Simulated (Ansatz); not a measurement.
Frontier orbitals of CH$_{4}$N$_{2}$OSi (`N=C1N[SiH2]O1`).

Charge 0, multiplicity 1. The geometry is a stationary point of PBE0-D4/def2-TZVP. It is one conformer, not always the lowest. Basis def2-TZVPP, Ansatz.

Orbital energies of one run (eV). Highest occupied ones, from the top: -8.72, -9.53, -10.39, -11.77, -12.09, -12.82, -14.62, -14.97, -16.21, -17.78, -18.51, -25.91, -26.93, -31.73. Empty: 0.26, 1.54, 2.40, 2.65, 2.67, 3.26.

(1) Which functional gave them?
A. CAM-B3LYP
B. r2SCAN
C. ωB97M-V
D. LDA (SPW92)

Results:

(1) A. HOMO energies: CAM-B3LYP -8.72, ωB97M-V -9.61, LDA (SPW92) -6.28, r2SCAN -6.33 eV.
